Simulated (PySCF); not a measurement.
Gas-phase reaction: 4 SiH3Br ⇌ SiBr2 + 3 SiH4 + Br2

Energies from PySCF (xtb for GFN2), thermal terms from the rigid-rotor harmonic-oscillator model, ideal gas at 1 bar. 'Table' is the NASA 1993 thermochemical table (part measured, part estimated). † marks an energy on the PBE0/def2-TZVP geometry and frequencies; other levels use their own. MP2 and CCSD(T) freeze the core. All species are closed-shell singlets. B3LYP is the form with VWN-RPA correlation. Br: all electrons, no relativistic terms. MP2 isn't extrapolated to the basis-set limit; its ΔH°(298 K) is 405.9 kJ in def2-SVP and 423.9 kJ in def2-TZVPP. CCSD(T) isn't extrapolated to the basis-set limit; its ΔH°(298 K) is 370.5 kJ in def2-SVP and 392.8 kJ in def2-TZVPP. The harmonic model lacks anharmonicity and excited electronic states, which grow with temperature; levels with a mode under 35 cm⁻¹ are left out. The table's entry may be an old estimate for SiH3Br, SiBr2 (not checked at source).

```json
[
 {"level": "table", "ΔH°(298 K), kJ": "394.5", "minus table": "-", "ΔG°(1800 K), kJ": "196.6"},
 {"level": "B3LYP/def2-TZVP†", "ΔH°(298 K), kJ": "355.8", "minus table": "-38.7", "ΔG°(1800 K), kJ": "159.9"},
 {"level": "CCSD(T)/def2-SVP†", "ΔH°(298 K), kJ": "370.5", "minus table": "-24.0", "ΔG°(1800 K), kJ": "174.6"},
 {"level": "CCSD(T)/def2-TZVPP†", "ΔH°(298 K), kJ": "392.8", "minus table": "-1.7", "ΔG°(1800 K), kJ": "196.9"},
 {"level": "GFN2-xTB", "ΔH°(298 K), kJ": "423.4", "minus table": "28.9", "ΔG°(1800 K), kJ": "229.2"},
 {"level": "M06-2X/def2-TZVP†", "ΔH°(298 K), kJ": "395.3", "minus table": "0.8", "ΔG°(1800 K), kJ": "199.4"},
 {"level": "MP2/def2-SVP†", "ΔH°(298 K), kJ": "405.9", "minus table": "11.4", "ΔG°(1800 K), kJ": "210.0"},
 {"level": "PBE/def2-TZVP†", "ΔH°(298 K), kJ": "354.1", "minus table": "-40.4", "ΔG°(1800 K), kJ": "158.2"},
 {"level": "PBE0/def2-QZVP†", "ΔH°(298 K), kJ": "390.1", "minus table": "-4.4", "ΔG°(1800 K), kJ": "194.2"},
 {"level": "r2SCAN/def2-TZVP†", "ΔH°(298 K), kJ": "402.2", "minus table": "7.7", "ΔG°(1800 K), kJ": "206.3"},
 {"level": "ωB97M-V/def2-TZVP†", "ΔH°(298 K), kJ": "386.3", "minus table": "-8.2", "ΔG°(1800 K), kJ": "190.4"},
 {"level": "ωB97X-V/def2-TZVP†", "ΔH°(298 K), kJ": "408.5", "minus table": "14.0", "ΔG°(1800 K), kJ": "212.6"}
]
```
